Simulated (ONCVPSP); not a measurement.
# Reading a pseudo-wave (Ca (Z = 20))

Columns: radius, all-electron u(r) and pseudo u(r) of the 3s shell (level -53.99 eV) of calcium in the configuration [Ne] 3s2 3p6 4s1; PBE, scalar-relativistic, ONCV scheme, ONCVPSP 4.0.1.

```tsv
r (bohr)	all-electron	pseudo
0.085	0.1048	0.1209
0.170	-0.3836	0.2400
0.255	-0.5317	0.3556
0.340	-0.3839	0.4660
0.425	-0.0955	0.5693
0.510	0.2199	0.6636
0.595	0.5014	0.7470
0.680	0.7241	0.8173
0.765	0.8822	0.8728
0.850	0.9805	0.9120
0.935	1.0277	0.9342
1.020	1.0346	0.9393
1.105	1.0113	0.9283
1.190	0.9669	0.9028
1.275	0.9087	0.8647
1.360	0.8424	0.8162
1.445	0.7724	0.7596
1.530	0.7019	0.6974
1.615	0.6331	0.6323
1.700	0.5675	0.5674
1.785	0.5060	0.5059
1.870	0.4491	0.4491
1.955	0.3972	0.3972
2.040	0.3501	0.3501
2.125	0.3077	0.3077
2.210	0.2698	0.2697
```

Task: How many radial nodes do the two functions have?

Result: The all-electron 3s function has n − l − 1 = 2; the pseudo-wave has 0, since the states of the same l below it are removed with the core.

Task: At about which radius was the pseudo-wave matched?

Result: 1.70 bohr, where the columns begin to agree (steps of 0.09 bohr).

Task: Is the pseudo-wave norm-conserving?

Result: Yes: the ONCV scheme keeps the norm inside the radius equal to the all-electron one, which fixes the energy derivative of the logarithmic derivative at the level.
